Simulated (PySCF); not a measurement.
Highest harmonic wavenumber (cm⁻¹) of eight molecules of H, C, N, O, S and their like: PBE-D3(BJ) beside PBE0-D3(BJ), computed with PySCF for isolated molecules in the bases named; differences from unrounded values. The eight are the first of their class met in an unordered collection, after screening for sound electronic states; none was chosen by its value. Each level has its own optimised geometry.

```json
[
 {"molecule": "phosphine (H3P), SMILES P", "basis": "def2-TZVPD", "PBE0-D3(BJ)": "2422"},
 {"molecule": "C5H8O3, SMILES C=CC(=O)OCCO", "basis": "def2-SVP", "PBE0-D3(BJ)": "3882"},
 {"molecule": "oxetan-3-ylmethanol (C₄H₈O₂), SMILES OCC1COC1", "basis": "def2-SVP", "PBE0-D3(BJ)": "3879"},
 {"molecule": "1-ethenylcyclopropan-1-amine (C5H9N), SMILES C1CC1(C=C)N", "basis": "def2-SVP", "PBE0-D3(BJ)": "3642"},
 {"molecule": "C5H7N, SMILES C(/CC#C)=N\\C", "basis": "def2-SVP", "PBE0-D3(BJ)": "3491"},
 {"molecule": "C3H8SSe, SMILES CC(C)[Se]S", "basis": "def2-SVP", "PBE0-D3(BJ)": "3161"},
 {"molecule": "C₅H₆Se, SMILES C#C[C@H]1C[C@H]1[SeH]", "basis": "def2-SVP", "PBE0-D3(BJ)": "3492"},
 {"molecule": "C4H9N, SMILES C(C)/N=C/C", "basis": "def2-SVP", "PBE0-D3(BJ)": "3186"}
]
```

Question: Estimate the PBE-D3(BJ) values and say how PBE-D3(BJ) differs from PBE0-D3(BJ) over the set. (Estimate from the structure and the level; the computed values follow.)

Answer: 
```json
[
 {"molecule": "phosphine (H3P), SMILES P", "PBE-D3(BJ)": "2339", "difference": "-83"},
 {"molecule": "C5H8O3, SMILES C=CC(=O)OCCO", "PBE-D3(BJ)": "3699", "difference": "-183"},
 {"molecule": "oxetan-3-ylmethanol (C₄H₈O₂), SMILES OCC1COC1", "PBE-D3(BJ)": "3697", "difference": "-182"},
 {"molecule": "1-ethenylcyclopropan-1-amine (C5H9N), SMILES C1CC1(C=C)N", "PBE-D3(BJ)": "3503", "difference": "-139"},
 {"molecule": "C5H7N, SMILES C(/CC#C)=N\\C", "PBE-D3(BJ)": "3409", "difference": "-82"},
 {"molecule": "C3H8SSe, SMILES CC(C)[Se]S", "PBE-D3(BJ)": "3068", "difference": "-93"},
 {"molecule": "C₅H₆Se, SMILES C#C[C@H]1C[C@H]1[SeH]", "PBE-D3(BJ)": "3410", "difference": "-82"},
 {"molecule": "C4H9N, SMILES C(C)/N=C/C", "PBE-D3(BJ)": "3094", "difference": "-92"}
]
```
PBE-D3(BJ) lies below PBE0-D3(BJ) in 8 and above it in 0 of the eight; the mean signed difference is -117 and the largest -183 cm⁻¹.
